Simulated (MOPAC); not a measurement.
MOPAC input (MNDO):

```
MNDO PRECISE GNORM=0.05 LET XYZ UHF MS=0.5 GEO-OK AUX(PRECISION=9) THREADS=1
CH4BO2

C    -1.41342000 1   -0.29067200 1   -0.02977300 1
B     0.14279000 1    0.07194400 1   -0.01051300 1
O     0.40270900 1    1.32785800 1   -0.38687500 1
O     1.13354700 1   -0.79724300 1    0.35106400 1
H    -1.71290200 1   -0.59482200 1    0.97696800 1
H    -2.05064100 1    0.53215400 1   -0.34609400 1
H    -1.56701500 1   -1.13119700 1   -0.71215900 1
H     0.80707900 1   -1.66674400 1    0.59897400 1
```

Output:

```
 *******************************************************************************
 **                                                                           **
 **                              MOPAC v23.2.5                                **
 **                                                                           **
 *******************************************************************************
 ** MOPAC's Digital Object Identifier: https://doi.org/10.5281/zenodo.6511958 **
 **                                                                           **
 ** Please cite the open-source release paper for use of this MOPAC version:  **
 ** J. E. Moussa and J. J. P. Stewart (2026)                                  **
 ** MOPAC: An open-source semiempirical molecular orbital program             **
 ** J. Open Source Softw., 11(119), 8025, https://doi.org/10.21105/joss.08025 **
 *******************************************************************************

                              MNDO CALCULATION RESULTS

 *******************************************************************************
 *  MNDO       - The MNDO Hamiltonian to be used
 *  GEO-OK     - OVERRIDE INTERATOMIC DISTANCE AND OTHER SAFETY CHECKS
 *  UHF        - UNRESTRICTED HARTREE-FOCK CALCULATION
 *  MS=        - IN MECI, MAGNETIC COMPONENT OF SPIN =  0.5
 *  LET        - OVERRIDE SOME SAFETY CHECKS
 *  PRECISE    - TIGHTER CRITERIA TO BE USED
 *  XYZ        - CARTESIAN COORDINATE SYSTEM TO BE USED
 *  GNORM      - EXIT WHEN GRADIENT NORM DROPS BELOW 0.050
 *  AUX        - OUTPUT AUXILIARY INFORMATION
 *******************************************************************************
MNDO PRECISE GNORM=0.05 LET XYZ UHF MS=0.5 GEO-OK AUX(PRECISION=9) THREADS=1
 CH4BO2

   ATOM   CHEMICAL          X               Y               Z
  NUMBER   SYMBOL      (ANGSTROMS)     (ANGSTROMS)     (ANGSTROMS)

     1       C         -1.41342000  *  -0.29067200  *  -0.02977300  *
     2       B          0.14279000  *   0.07194400  *  -0.01051300  *
     3       O          0.40270900  *   1.32785800  *  -0.38687500  *
     4       O          1.13354700  *  -0.79724300  *   0.35106400  *
     5       H         -1.71290200  *  -0.59482200  *   0.97696800  *
     6       H         -2.05064100  *   0.53215400  *  -0.34609400  *
     7       H         -1.56701500  *  -1.13119700  *  -0.71215900  *
     8       H          0.80707900  *  -1.66674400  *   0.59897400  *

          CARTESIAN COORDINATES

    NO.       ATOM           X           Y           Z

     1         C         -1.4134     -0.2907     -0.0298
     2         B          0.1428      0.0719     -0.0105
     3         O          0.4027      1.3279     -0.3869
     4         O          1.1335     -0.7972      0.3511
     5         H         -1.7129     -0.5948      0.9770
     6         H         -2.0506      0.5322     -0.3461
     7         H         -1.5670     -1.1312     -0.7122
     8         H          0.8071     -1.6667      0.5990

  H: (MNDO): M.J.S. DEWAR, W. THIEL, J. AM. CHEM. SOC., 99, 4899, (1977)
  B: (MNDO): M.J.S. DEWAR, M.L. MCKEE, J. AM. CHEM. SOC., 99, 5231, (1977)
  C: (MNDO): M.J.S. DEWAR, W. THIEL, J. AM. CHEM. SOC., 99, 4899, (1977)
  O: (MNDO): M.J.S. DEWAR, W. THIEL, J. AM. CHEM. SOC., 99, 4899, (1977)

           Empirical Formula: C H4 O2 B  =     8 atoms

      MOLECULAR POINT GROUP   :   Cs

          UHF CALCULATION, NO. OF ALPHA ELECTRONS =   12
                           NO. OF BETA  ELECTRONS =   11

          Geometry optimization using EF

          DIAGONAL MATRIX USED AS START HESSIAN

 CYCLE:     1  GRAD.:    48.431 HEAT: -116.6638
 CYCLE:     2  GRAD.:   298.422 HEAT: -99.90322
 CYCLE:     3  GRAD.:   211.546 HEAT: -108.3888
 CYCLE:     4  GRAD.:   183.430 HEAT: -108.0069
 CYCLE:     5  GRAD.:   156.580 HEAT: -112.7759
 CYCLE:     6  GRAD.:   279.559 HEAT: -99.18062
 CYCLE:     7  GRAD.:   161.697 HEAT: -111.3749
 CYCLE:     8  GRAD.:   336.303 HEAT: -81.08011
 CYCLE:     9  GRAD.:    95.819 HEAT: -116.4717
 CYCLE:    10  GRAD.:   765.659 HEAT: -16.37725
 CYCLE:    11  GRAD.:   138.545 HEAT: -109.1981
 CYCLE:    12  GRAD.:   349.272 HEAT: -85.52768
 CYCLE:    13  GRAD.:    44.877 HEAT: -117.9220
 CYCLE:    14  GRAD.:    97.980 HEAT: -115.9158
 CYCLE:    15  GRAD.:    76.536 HEAT: -116.6314
 CYCLE:    16  GRAD.:    49.025 HEAT: -116.8428
 CYCLE:    17  GRAD.:    13.093 HEAT: -118.9734
 CYCLE:    18  GRAD.:     3.812 HEAT: -119.0204
 CYCLE:    19  GRAD.:     1.560 HEAT: -119.0241
 CYCLE:    20  GRAD.:     0.900 HEAT: -119.0257
 CYCLE:    21  GRAD.:     0.278 HEAT: -119.0260
 CYCLE:    22  GRAD.:     0.138 HEAT: -119.0260
 CYCLE:    23  GRAD.:     0.055 HEAT: -119.0260
 CYCLE:    24  GRAD.:     0.051 HEAT: -119.0260
 CYCLE:    25  GRAD.:     0.032 HEAT: -119.0260

     GRADIENT =  0.03207 IS LESS THAN CUTOFF =  0.05000

 -------------------------------------------------------------------------------
 MNDO PRECISE GNORM=0.05 LET XYZ UHF MS=0.5 GEO-OK AUX(PRECISION=9) THREADS=1
 CH4BO2

     GEOMETRY OPTIMISED USING EIGENVECTOR FOLLOWING (EF).
     SCF FIELD WAS ACHIEVED

                              MNDO CALCULATION
                                                       MOPAC v23.2.5 Linux

          FINAL HEAT OF FORMATION =       -119.02602 KCAL/MOL =    -498.00485 KJ/MOL

          COSMO AREA              =         93.97 SQUARE ANGSTROMS
          COSMO VOLUME            =         76.37 CUBIC ANGSTROMS

          GRADIENT NORM           =          0.03207          =       0.01134 PER ATOM
          IONIZATION POTENTIAL    =         12.239212 EV
          ALPHA SOMO LUMO (EV)    =        -12.285  1.949
          BETA  SOMO LUMO (EV)    =        -12.239 -0.977
          NO. OF ALPHA ELECTRONS  =         12
          NO. OF BETA  ELECTRONS  =         11
          MOLECULAR WEIGHT        =         58.8514         POINT GROUP:  Cs

          MOLECULAR DIMENSIONS (Angstroms)

            Atom       Atom       Distance
            H     8    H     6     3.77742
            O     3    H     5     3.23965
            H     7    O     3     1.73206

          SCF CALCULATIONS        =         26

   ATOM   CHEMICAL          X               Y               Z
  NUMBER   SYMBOL      (ANGSTROMS)     (ANGSTROMS)     (ANGSTROMS)

     1       C         -1.43964404  *  -0.31335397  *  -0.02500644  *
     2       B          0.09716089  *   0.07600155  *  -0.01573053  *
     3       O          0.48474764  *   1.30877843  *  -0.37394629  *
     4       O          1.12462957  *  -0.75537105  *   0.33739998  *
     5       H         -1.75284329  *  -0.61871908  *   0.99418116  *
     6       H         -2.08798111  *   0.52375938  *  -0.34702904  *
     7       H         -1.60458399  *  -1.16285279  *  -0.71871629  *
     8       H          0.87055891  *  -1.62859458  *   0.59281537  *

                             CARTESIAN COORDINATES

   1    C       -1.439644041    -0.313353974    -0.025006436
   2    B        0.097160889     0.076001550    -0.015730529
   3    O        0.484747638     1.308778433    -0.373946289
   4    O        1.124629565    -0.755371054     0.337399978
   5    H       -1.752843291    -0.618719080     0.994181160
   6    H       -2.087981111     0.523759375    -0.347029040
   7    H       -1.604583987    -1.162852793    -0.718716288
   8    H        0.870558908    -1.628594583     0.592815372

           Empirical Formula: C H4 O2 B  =     8 atoms

      MOLECULAR POINT GROUP   :   Cs

          ALPHA EIGENVALUES
 -42.50699 -40.49150 -31.71765 -21.20947 -17.63825 -16.24823 -15.76973 -15.02953
 -13.95922 -13.91976 -12.72498 -12.28517   1.94876   2.24875   3.73923   4.08936
   4.59779   5.27898   6.94759   7.68606

           BETA EIGENVALUES
 -42.04121 -37.82324 -31.50485 -20.87686 -16.89196 -15.91804 -15.55712 -13.88404
 -13.77362 -12.86728 -12.23921  -0.97673   2.00436   2.48868   3.80691   4.12657
   4.74716   5.31830   7.40306   7.92616

              NET ATOMIC CHARGES AND DIPOLE CONTRIBUTIONS

  ATOM NO.   TYPE          CHARGE      No. of ELECS.   s-Pop       p-Pop
    1          C           0.049979        3.9500     1.21023     2.73979
    2          B          -0.019932        3.0199     1.13693     1.88300
    3          O          -0.034521        6.0345     1.88082     4.15370
    4          O          -0.230942        6.2309     1.76762     4.46332
    5          H           0.008171        0.9918     0.99183
    6          H           0.012414        0.9876     0.98759
    7          H           0.008171        0.9918     0.99183
    8          H           0.206661        0.7933     0.79334
 DIPOLE           X         Y         Z       TOTAL
 POINT-CHG.    -1.075    -1.117     0.262     1.572
 HYBRID        -0.423    -0.791     0.215     0.923
 SUM           -1.498    -1.908     0.477     2.472

          ATOMIC ORBITAL ELECTRON POPULATIONS

     Atom    s        px        py        pz
    1  C   1.21023   0.89879   0.92439   0.91661
    2  B   1.13693   0.75316   0.66459   0.46525
    3  O   1.88082   1.04149   1.38561   1.72661
    4  O   1.76762   1.49384   1.22341   1.74607
    5  H   0.99183
    6  H   0.98759
    7  H   0.99183
    8  H   0.79334

                    (SZ)    =    0.500000
                    (S**2)  =    0.754046

          ATOMIC ORBITAL SPIN POPULATIONS

    Atom   Total    s     px     py     pz
         Atomic
    1  C  0.0702  0.008  0.048  0.010  0.004
    2  B -0.0797 -0.014 -0.028 -0.019 -0.020
    3  O  0.9758  0.012  0.873  0.048  0.043
    4  O  0.0439 -0.000  0.040  0.007 -0.002
    5  H -0.0014 -0.001
    6  H -0.0045 -0.005
    7  H -0.0014 -0.001
    8  H -0.0028 -0.003

 **********************
 *                    *
 * JOB ENDED NORMALLY *
 *                    *
 **********************

 == MOPAC DONE ==
```

The geometry given is a B3LYP-D3(BJ)/def2-TZVP minimum.
